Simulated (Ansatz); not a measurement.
One change: `[F][SnH2][I]` becomes `F[SiH2]I`.

Ansatz, PBE0-D4/def2-TZVP geometries, multiplicity 1. 

Elements past krypton have def2 core potentials.

```
                             property  `[F][SnH2][I]`
  HOMO–LUMO gap (PBE/def2-TZVPP) / eV            4.25
   LUMO energy (PBE0/def2-TZVPP) / eV           -1.69
    LUMO energy (PBE/def2-TZVPP) / eV           -2.53
HOMO–LUMO gap (B3LYP/def2-TZVPP) / eV            5.71
HOMO energy (ωB97M-V/def2-TZVPP) / eV          -10.06
   HOMO energy (PBE0/def2-TZVPP) / eV           -7.94
```

(1) What does the change do to each property? (Estimate.)

## Answers

(1) Computed: 
```csv
property,`F[SiH2]I`,shift
HOMO–LUMO gap (PBE/def2-TZVPP) / eV,5.41,1.16
LUMO energy (PBE0/def2-TZVPP) / eV,-0.54,1.15
LUMO energy (PBE/def2-TZVPP) / eV,-1.40,1.13
HOMO–LUMO gap (B3LYP/def2-TZVPP) / eV,6.93,1.22
HOMO energy (ωB97M-V/def2-TZVPP) / eV,-10.08,-0.02
HOMO energy (PBE0/def2-TZVPP) / eV,-7.96,-0.02
```

B3LYP here is the variant with VWN-RPA as its local correlation; programs differ in this.

Spin–orbit coupling is left out; it splits and shifts lone-pair levels of the heavy atoms by tenths of an eV.
